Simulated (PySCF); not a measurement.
Si 2p3/2 core levels and what the atom is bonded to

Gas-phase molecules, one conformer each, relaxed by PBE0-D3(BJ)/def2-SVP with no frequency check. Core levels by delta-SCF with SCAN, pcX-2 on the ionised atom and pcseg-1 elsewhere, spin-free X2C (2p3/2 is the spin-free 2p value less a third of a first-order spin-orbit splitting); energies from the vacuum level.

```json
{"structure (SMILES)": "F[Si]([GeH3])([GeH3])[GeH3]", "Si bonded to": "1 F + 3 Ge", "mean electronegativity of these (Pauling)": "2.50", "Si 2p3/2 (eV)": "107.22"}
{"structure (SMILES)": "B[SiH]1N[SiH2]N1", "Si bonded to": "1 B + 2 N + 1 H", "mean electronegativity of these (Pauling)": "2.58", "Si 2p3/2 (eV)": "106.80"}
{"structure (SMILES)": "C[SiH](Cl)C[SiH3]", "Si bonded to": "2 C + 1 Cl + 1 H", "mean electronegativity of these (Pauling)": "2.62", "Si 2p3/2 (eV)": "?"}
{"structure (SMILES)": "N[SiH](N[SiH3])S[SiH3]", "Si bonded to": "2 N + 1 S + 1 H", "mean electronegativity of these (Pauling)": "2.71", "Si 2p3/2 (eV)": "107.37"}
{"structure (SMILES)": "F[Si](Cl)([GeH3])[GeH3]", "Si bonded to": "1 Cl + 1 F + 2 Ge", "mean electronegativity of these (Pauling)": "2.79", "Si 2p3/2 (eV)": "108.27"}
{"structure (SMILES)": "F[Si]([SiH3])(Cl)N[SiH3]", "Si bonded to": "1 Cl + 1 F + 1 N + 1 Si", "mean electronegativity of these (Pauling)": "3.02", "Si 2p3/2 (eV)": "108.45"}
{"structure (SMILES)": "N[Si](F)(Cl)P[SiH3]", "Si bonded to": "1 Cl + 1 F + 1 N + 1 P", "mean electronegativity of these (Pauling)": "3.09", "Si 2p3/2 (eV)": "108.55"}
```

Q: Fit a straight line to the complete rows and predict the core level of Si in C[SiH](Cl)C[SiH3], bonded to 2 C + 1 Cl + 1 H.

A: E = 99.887 + 2.836·χ (6 points, rms 0.29 eV, correlation 0.905). At 2.62 this gives 107.32 eV; the calculation itself gave 107.37 eV, so the fit is off by 0.05.

For scale, for C[SiH](Cl)C[SiH3]: hardware: 1 thread of Arm Neoverse V1 (aarch64), shared host; wall time 44 s, peak memory 0.62 GiB, launched as `OMP_NUM_THREADS=1 python cluster_run.py task.json out`.
